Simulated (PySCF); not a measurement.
# Building multiplets from coupling constants

Numbering as in the mapped SMILES `[CH2:1]=[CH:2][CH2:3]/[CH:4]=[N:5]/[CH:6]=[CH2:7]`; H(Xn) means a hydrogen on atom n. Ha(C1) is cis to C3; Ha(C7) is cis to N5; Hb(C1) is trans to C3; Hb(C7) is trans to N5.

Isolated molecule, no relativistic terms, averaged over atoms made equivalent by symmetry, fast rotation or ring inversion, single conformer. Shieldings: GIAO PBE0/pcSseg-1; J: B3LYP/pcJ-1 (spin–dipole term only in couplings to heteroatoms); geometry from PBE0-D3(BJ)/def2-SVP; PySCF 2.14.

Chemical shifts δ = σref − σ; TMS for 1H, 13C, all at this level.

Spectrometer: 600 MHz for 1H. First-order analysis; couplings under 1 Hz (under 4 Hz in carbon signals) are ignored, and nearly equal couplings are merged; the smaller ones broaden or split the lines further.

(1) What pattern does H(C2) show (1H)?

(2) What pattern does C7 show in the proton-coupled 13C spectrum?

(3) What pattern does Hb(C1) show (1H)?

(4) What pattern does Hb(C7) show (1H)?

Answers

(1) A doublet of doublets of triplets at δ 5.84: 18.0 Hz to Ha(C1) (1 × 1H, 3 bonds away), 11.1 Hz to Hb(C1) (1 × 1H, 3 bonds away), 8.6 Hz to H(C3) (2 × 1H, 3 bonds away). Lines in Hz from the centre (relative intensity): +23.1 (1), +14.6 (2), +12.1 (1), +6.0 (1), +5.2 (1), +3.5 (2), -3.5 (2), -5.2 (1), -6.0 (1), -12.1 (1), -14.6 (2), -23.1 (1). The outer lines are 46.3 Hz apart, the sum of the couplings kept, or 0.077 ppm at this field.

(2) A triplet of doublets at δ 125.3: 169.5 Hz to Ha(C7) and Hb(C7) (2 × 1H, 1 bond away), 8.0 Hz to H(C6) (1 × 1H, 2 bonds away). Lines in Hz from the centre (relative intensity): +173.5 (1), +165.5 (1), +4.0 (2), -4.0 (2), -165.5 (1), -173.5 (1). The outer lines are 347.0 Hz apart, the sum of the couplings kept, or 2.300 ppm at this field.

(3) A doublet of doublets of triplets at δ 5.45: 11.1 Hz to H(C2) (1 × 1H, 3 bonds away), 2.1 Hz to Ha(C1) (1 × 1H, 2 bonds away), 1.3 Hz to H(C3) (2 × 1H, 4 bonds away). Lines in Hz from the centre (relative intensity): +7.9 (1), +6.6 (2), +5.8 (1), +5.3 (1), +4.5 (2), +3.2 (1), -3.2 (1), -4.5 (2), -5.3 (1), -5.8 (1), -6.6 (2), -7.9 (1). The outer lines are 15.8 Hz apart, the sum of the couplings kept, or 0.026 ppm at this field.

(4) A doublet of doublets at δ 5.35: 7.9 Hz to H(C6) (1 × 1H, 3 bonds away), 2.0 Hz to Ha(C7) (1 × 1H, 2 bonds away). Lines in Hz from the centre (relative intensity): +5.0 (1), +3.0 (1), -3.0 (1), -5.0 (1). The outer lines are 9.9 Hz apart, the sum of the couplings kept, or 0.017 ppm at this field.

Unscaled 3J(H,H) at this level run about 10 % above measured values. Couplings across =CH–CH2 type bonds come from one rotamer and its mirror image, and can be 1–2 Hz further off.
